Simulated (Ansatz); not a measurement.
A structure relaxed at PBE/def2-TZVPD in Ansatz, charge -1, singlet:

```xyz
7

Li   -0.918   -0.807   -1.305
Li    0.816    0.823    1.348
Li   -1.863    1.614    0.217
Li    2.084   -0.455   -1.104
Li   -1.664   -0.867    1.612
Na    0.959   -2.491    0.930
Na    0.586    2.182   -1.698
```

**Question.** Give its formula and point group.

**Answer.** Na₂Li₅⁻. Point group C2v (tolerance 0.1 Å).

**Question.** Summarise the bond lengths by kind (pairs closer than 1.2 times the sum of covalent radii, bridged metal pairs left out).

**Answer.** 8 × Li–Na 3.09 to 3.37 Å; 7 × Li–Li 2.85 to 3.04 Å.

The restricted singlet is unstable towards broken spin symmetry in Hartree–Fock (as tested in another run); at PBE/def2-TZVPD this wasn't settled. The highest occupied level of the charge -1 singlet lies above zero (up to 0.32 eV). The electron is either unbound and held by the finite basis, or the level is raised by self-interaction error. Another isomer (singlet) lies 0.12 eV lower at PBE0/def2-TZVPD; other spin states weren't run for this one.
